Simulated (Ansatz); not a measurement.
Reactions of Br2H4Si2 (`[SiH3][SiH](Br)Br`).

Computed with Ansatz on PBE0-D4/def2-TZVP structures; ΔE is electronic, products minus reactants. CBS: MP2 limit from def2 TZ/QZ plus the TZ coupled-cluster correction, frozen cores. This one scheme is used for every species. DFT in def2-TZVPP. B3LYP here is the variant with VWN-RPA as its local correlation; programs differ in this. Elements past krypton have def2 core potentials. For Br, Ge, Mg, Sb outer-core shells are correlated without core-valence functions, which leaves a few kJ/mol of doubt a bond. Scalar relativity is left out up to krypton. One conformer a species, not always the lowest.

```json
{"reaction": "`[SiH3][SiH](Br)Br` + `N[SiH](O)S` → `N[SiH](O)S[SiH3]` + `Br[SiH2]Br`", "CCSD(T)/CBS(def2) (eV)": "?"}
{"reaction": "`[SiH3][SiH](Br)Br` + `[OH][Ge][O][SiH3]` → `[SiH3][O][Ge][O][SiH3]` + `Br[SiH2]Br`", "CCSD(T)/CBS(def2) (eV)": "-0.96"}
{"reaction": "`[SiH3][SiH](Br)Br` + `[CH3][Mg][OH]` → `[CH3][Mg][O][SiH3]` + `Br[SiH2]Br`", "CCSD(T)/CBS(def2) (eV)": "-1.24"}
{"reaction": "`[SiH3][SiH](Br)Br` + `N#CO` → `N#CO[SiH3]` + `Br[SiH2]Br`", "CCSD(T)/CBS(def2) (eV)": "?"}
{"reaction": "`[SiH3][SiH](Br)Br` + `[F][SbH][SiH3]` → `[F][Sb]([SiH3])[SiH3]` + `Br[SiH2]Br`", "CCSD(T)/CBS(def2) (eV)": "-0.33"}
{"reaction": "`[SiH3][SiH](Br)Br` + `[OH][Ge][OH]` → `[OH][Ge][O][SiH3]` + `Br[SiH2]Br`", "CCSD(T)/CBS(def2) (eV)": "-1.05"}
```

Task: Fill in the missing values. (Best estimate.)

Result: The calculation gave: `[SiH3][SiH](Br)Br` + `N[SiH](O)S` → `N[SiH](O)S[SiH3]` + `Br[SiH2]Br`: -0.60 eV; `[SiH3][SiH](Br)Br` + `N#CO` → `N#CO[SiH3]` + `Br[SiH2]Br`: -0.89 eV.

Largest T1 diagnostic: 0.015, for `[OH][Ge][OH]`.
